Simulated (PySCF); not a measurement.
CdFCl, SMILES [F][Cd][Cl]. Heavy atoms are numbered as in [Cd:1]([F:2])[Cl:3].

Coordinates come from a B3LYP-D3(BJ)/def2-TZVP optimisation. The def2 effective core potentials stand for the cores of Cd; spin–orbit coupling is left out.

These are CAM-B3LYP/def2-TZVPD run with PySCF values and carry that method's errors.

Mulliken values depend strongly on the basis, most of all with diffuse functions as here. ESP charges are fitted to the potential on shells at 1.4 to 2.0 van der Waals radii. Atomic charges (e), one atom of each kind:

```json
[
 {"atom": "Cd1", "ESP fit": "(withheld)", "Mulliken": "1.02"},
 {"atom": "F2", "ESP fit": "(withheld)", "Mulliken": "-0.65"},
 {"atom": "Cl3", "ESP fit": "(withheld)", "Mulliken": "-0.36"}
]
```

### Question
What belongs in the gaps? (Estimate from the structure and the level; the computed values follow.)

### Answer

- Cd1, ESP fit: 0.89
- F2, ESP fit: -0.50
- Cl3, ESP fit: -0.39
